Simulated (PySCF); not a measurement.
## State search for InO⁺

Unrestricted PBE0; In cc-pVTZ-PP with ECP28, O cc-pVTZ; scalar-relativistic core potentials (PySCF 2.14). Outer shells of the fragments: In+ 4d10 5s2; O 2s2 2p4.

Followed along the bond (rough minima from three points):

| 2Ms+1 | unpaired | ⟨S²⟩ at the start | R at minimum (Å) | Te (eV) |
| --- | --- | --- | --- | --- |
| 3 | π ↑↑ | 2.01 | 2.97 | 0.00 |
| 3 | σ ↑, π ↑ | 2.02 | 2.21 | 0.10 |
| 1 | σ ↓, π ↑ | 1.01 | 2.08 | 0.51 |
| 1 | none | 0.00 | none in the scan | ≤ 1.38 |

Solutions found at the starting distance of 2.090 Å, counted from the lowest of them; the search is not exhaustive and high or unbound solutions are not listed, so other states can lie among these:

| 2Ms+1 | unpaired | term | E (eV) | ⟨S²⟩ | ⟨Lz²⟩ | μ (D) |
| --- | --- | --- | --- | --- | --- | --- |
| 3 | σ ↑, π ↑ | ³Π | 0.00 | 2.02 | 1.01 | -1.83 |
| 1 | σ ↓, π ↑ | mixed | 0.40 | 1.01 | 1.01 | -2.30 |
| 3 | π ↑↑ | ³Σ⁻ | 0.99 | 2.01 | 0.00 | 1.68 |
| 1 | none | ¹Σ⁺ | 1.56 | 0.00 | 0.00 | -4.44 |
| 1 | π ↑↓ | mixed | 1.74 | 1.00 | 2.01 | 1.66 |
| 3 | σ ↑↑ | ³Σ⁺ | 3.12 | 2.00 | 0.00 | -4.64 |
| 1 | none | mixed | 3.99 | 0.00 | 2.00 | 1.64 |
| 1 | π ↑↓ | mixed | 5.16 | 1.43 | 2.01 | -1.33 |
| 3 | π ↑↑ | mixed | 5.37 | 2.16 | 2.01 | -2.05 |
| 3 | π ↑↑ | mixed | 5.50 | 2.16 | 2.01 | -1.98 |

A term symbol is given only where ⟨S²⟩ and ⟨Lz²⟩ are close to those of a pure state; real π, δ and φ orbitals otherwise mix terms. A positive dipole points towards O; it is taken about the centre of mass and depends on that origin.

Task: Compare the gap between the two lowest followed solutions at the starting distance with the gap between their minima.

Result: At PBE0 the second solution (triplet, unpaired electrons σ ↑, π ↑) lies -0.99 eV from the first (triplet, unpaired electrons π ↑↑) at 2.090 Å and +0.10 eV at the minima; the two curves relax by different amounts, since their minima lie near 2.21 and 2.97 Å.

Spin–orbit coupling is left out. Counting both spins, an empty level lies below a filled one in some of these solutions, because spin and occupation are held.
